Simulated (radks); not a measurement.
The lead ion Pb+ inside a hard spherical wall (all orbitals vanish at R), configuration held at [Hg] 6p1 and not refilled when levels cross. All-electron calculation, scalar-relativistic Kohn-Sham, PBE, spin-unpolarised, spherical densities, point nucleus. Program: a radial shooting solver on a logarithmic mesh with Libxc functionals. Eigenvalues in eV, with the zero of energy where the potential of the charges vanishes at infinity; a dash marks a level that is unbound or too diffuse for the functional's potential to be trusted. A positive occupied level is held by the wall or, in an anion where self-interaction has pushed it up, behind a barrier. The pressure on the wall is -dE/dV.

R (bohr)	E (hartree)	kinetic (hartree)	e(5p)	e(5d)	e(6s)	e(6p)	e(7s, empty)	e(6d, empty)	pressure (GPa)
free	-20881.6663	23610.909	-93.540	-28.853	-19.228	-9.857	-4.447	-	0
20	-20881.6663	23610.909	-93.540	-28.853	-19.228	-9.857	-4.447	-	< 0.0001
15	-20881.6663	23610.909	-93.540	-28.853	-19.228	-9.857	-4.443	-2.905	< 0.0001
10	-20881.6662	23610.910	-93.535	-28.847	-19.224	-9.851	-4.189	-2.636	0.00199
8	-20881.6653	23610.919	-93.483	-28.797	-19.182	-9.793	-3.263	-1.939	0.0510
7	-20881.6623	23610.943	-93.371	-28.688	-19.092	-9.651	-1.924	-1.063	0.259
5	-20881.6022	23611.324	-92.256	-27.626	-18.105	-7.870	7.849	4.564	8.69
4	-20881.3735	23612.565	-89.887	-25.422	-15.477	-3.414	25.442	14.243	68.6
3	-20879.9984	23619.091	-81.799	-17.761	-3.616	14.245	79.561	44.201	827
2.5	-20877.0727	23631.754	-70.936	-6.577	16.869	42.111	150.57	84.112	3710
2	-20866.9694	23671.924	-46.372	21.691	75.515	115.70	312.97	176.66	21600
